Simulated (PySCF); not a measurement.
## Two-dimensional NMR puzzle

Compound of formula C₇H₅ClFP. Correlations simulated from computed shifts and the bond graph:

HSQC (one-bond C–H):
```
  δH     δC
8.54  209.1
7.81  140.6
7.65  134.7
```

COSY cross peaks (H two or three bonds apart, from the bond graph; peaks can be absent where the dihedral angle is near 90°):
```
  δH    δH
7.81  7.65
```

HMBC (two and three bonds, from the bond graph):
```
  δH                          δC
8.54                       137.9
7.81  147.8, 140.6, 137.9, 134.7
7.65  147.8, 140.6, 137.9, 134.7
```

Carbons without hydrogens: δ 147.8, 137.9.

Non-relativistic, in vacuum, one conformer, one averaged value for each set of equivalent atoms. PBE0/pcSseg-1 with gauge-including orbitals; coordinates at the GFN2-xTB level; PySCF 2.14.

Scale: 1H, 13C vs TMS (reference shieldings calculated alike).

Exchangeable hydrogens are left out of these lists.

Question: Assemble the structure.

Answer: `ClC1=CC=C(/P=C\F)C=C1`.

Atom-mapped SMILES (the numbers label the heavy atoms): `[F:1]/[CH:2]=[P:3]\[c:4]1[cH:5][cH:6][c:7]([Cl:8])[cH:9][cH:10]1` (H(Xn): hydrogen on atom n).

- δC 209.1 is C2, a carbon double-bonded to a heavier main-group atom (δH 8.54).
- δC 147.8 is C7, an aromatic carbon bearing chlorine.
- δC 140.6 is C5/C10, an aromatic CH (δH 7.81).
- δC 137.9 is C4, a substituted aromatic carbon.
- δC 134.7 is C6/C9, an aromatic CH (δH 7.65).
- HMBC from δH 8.54 reaches the proton-free carbon C4.
- HMBC from δH 7.81 reaches the proton-free carbons C7, C4.
- HMBC from δH 7.65 reaches the proton-free carbons C7, C4.
- COSY links 7.81–7.65.

This is the structure that produced the data.

Carbons that carry Cl, above all several Cl atoms, come out too deshielded, partly because spin–orbit coupling is missing. Shifts are as computed. Against solution values, carbons near 30 ppm lie about +3 ppm off and those near 130 ppm about +5 ppm; carbons on Cl a further +6 ppm. Of 1211 compounds with measured shifts, 218 miss one by over three times the rms of a fit or turn the order of signals round; such compounds aren't used in these exercises.
